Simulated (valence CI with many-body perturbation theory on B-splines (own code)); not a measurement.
# Questions on Pt XL

Computed by valence CI with perturbative core correlation (CI+MBPT): three valence electrons over a frozen Dirac-Fock core [Kr], a basis of 7 s, 7 p, 8 d, 6 f, 4 g, 1 h functions for each j, with the one-electron correlation potential Σ1 (screened to all orders), the two-electron term Σ2, the three-electron term Σ3, Breit, model QED; selected single and double excitations, second order for the rest, scaled by the run's own slope (own B-spline code, finite nucleus).

No measured spectrum was set against this ion. As an estimate, large intervals hold to a few tenths of a per cent, small ones and those within an open d or f shell to about a per cent. Only levels of the ground parity were solved; by the run's estimate the other parity begins above the list, which can be wrong where configurations are misplaced.

Levels are named by their leading jj configuration (3d3/2^4 stands for four electrons in 3d with j = 3/2), which in mixed levels can hold well under half, so a name can repeat and another be missing.

Rates and lifetimes use the calculated energies. Strong lines usually hold to 10 to 20 %, long lifetimes can be off by a factor of two.

Question: What is the ground level?

Answer: (4d3/2^3) J=3/2, composition 47 % 4d3 4F + 38 % 4d3 2D + 10 % 4d3 2P, g = 0.708.

Question: What is the ionisation energy?

Answer: 1822.4 eV; NIST lists 1821 ± 4 eV (theoretical).

Question: Name the longest-lived excited levels whose lifetime is computed, and their main decay.

Answer: (4d3/2^2 4d5/2) J=9/2 at 25.412 eV lives 17.4 s, mostly by M1 to (4d3/2^2 4d5/2) J=7/2.

Question: How well does LS coupling describe the low levels?

Answer: Among the lowest 19 levels the leading LS term, summed over configurations, holds 57 % on average. For single configurations the figures are 56 % in LS and 97 % in jj coupling. Terms mix most in the J = 3/2 level at 23.396 eV, where the leading one holds 39 %.
